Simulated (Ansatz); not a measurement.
Cost and result for the atomization energy of CH₄FNSi (`F[SiH]1CN1`) (8 atoms, 8 bonds).

Z-matrix (Å, degrees):
```
Si
C 1 1.818
N 1 1.674 2 51.1
F 1 1.594 2 118.8 3 109.6
H 1 1.471 2 129.4 3 -99.7
H 2 1.091 1 116.4 3 -106.3
H 2 1.088 1 126.3 3 99.7
H 3 1.005 1 139.6 2 114.0
```

The species carries charge 0 and has multiplicity 1. All single points use the PBE0-D4/def2-TZVP geometry. Program: Ansatz. All runs use 2 threads of an Arm Neoverse V2 on a shared host. Times are those of one run each, without the atoms' runs, and a repeat can differ threefold. Electronic energies, without spin–orbit coupling; frozen cores. CCSD(T)/CBS adds CCSD(T) − MP2 in def2-TZVPP to the MP2 limit, and its time is that of the two runs behind it. T1 = 0.012. B3LYP takes the VWN-RPA correlation (the form of Gaussian; ORCA's B3LYP/G).

CCSD(T)/CBS is a level of theory with its own doubt, some kJ/mol a heavy atom from the limit and from the frozen cores, so smaller differences don't rank the functionals.

```json
{"level": "revPBE-D4/def2-TZVPP", "functions": "191", "wall time": "1.7 s"}
{"level": "CCSD(T)/def2-SVP", "functions": "80", "wall time": "1.9 s"}
{"level": "PBE-D4/def2-TZVPP (with forces)", "functions": "191", "wall time": "2.1 s"}
{"level": "BHLYP-D4/def2-TZVPP", "functions": "191", "wall time": "2.1 s"}
{"level": "PBE0-D4/def2-TZVPP", "functions": "191", "wall time": "2.2 s"}
{"level": "B3LYP-D4/def2-TZVPP (with forces)", "functions": "191", "wall time": "3 s"}
{"level": "B2PLYP/def2-TZVPP", "functions": "191", "wall time": "3.7 s"}
{"level": "r2SCANh-D4/def2-TZVPP", "functions": "191", "wall time": "3.9 s"}
{"level": "r2SCAN-D4/def2-TZVPP (with forces)", "functions": "191", "wall time": "4 s"}
{"level": "PBE-QIDH/def2-TZVPP", "functions": "191", "wall time": "4 s"}
{"level": "MP2/def2-QZVPP", "functions": "361", "wall time": "13 s"}
{"level": "CCSD(T)/def2-TZVPP", "functions": "191", "wall time": "45 s"}
{"level": "CCSD(T)/CBS(def2)", "functions": "–", "wall time": "58 s"}
```

(1) What atomization energy does each give, and how far from CCSD(T)/CBS? (Best estimate.)

## Answers

(1) Computed: 
```
                             level  atomization (kcal/mol)  difference from CCSD(T)/CBS  per bond
              revPBE-D4/def2-TZVPP                   699.6                         -5.4      -0.7
                  CCSD(T)/def2-SVP                   647.6                        -57.4      -7.2
   PBE-D4/def2-TZVPP (with forces)                   719.2                         14.2       1.8
               BHLYP-D4/def2-TZVPP                   679.3                        -25.7      -3.2
                PBE0-D4/def2-TZVPP                   702.9                         -2.1      -0.3
 B3LYP-D4/def2-TZVPP (with forces)                   703.6                         -1.4      -0.2
                 B2PLYP/def2-TZVPP                   697.0                         -8.0      -1.0
             r2SCANh-D4/def2-TZVPP                   698.3                         -6.7      -0.8
r2SCAN-D4/def2-TZVPP (with forces)                   704.0                         -1.0      -0.1
               PBE-QIDH/def2-TZVPP                   697.1                         -7.9      -1.0
                    MP2/def2-QZVPP                   711.7                          6.7       0.8
                CCSD(T)/def2-TZVPP                   682.0                        -23.0      -2.9
                 CCSD(T)/CBS(def2)                   705.0                          0.0       0.0
```

From BLYP to BHLYP (50 % exact exchange), in def2-TZVPP and without D4, the atomization energy moves by −22.4 kcal/mol: exact exchange takes away binding that semilocal exchange gives to molecules. At CCSD(T), def2-SVP lies −57.3 kcal/mol from the extrapolated value and def2-TZVPP −22.9 kcal/mol: correlation converges slowly with the basis, and small sets miss more of it in the bonded molecule than in its fragments. The D4 term adds +5.2 kcal/mol with B3LYP and +2.6 kcal/mol with PBE0; it sums over pairs of atoms, weighted by their polarisabilities, and B3LYP, whose exchange is more repulsive, gets the larger term.
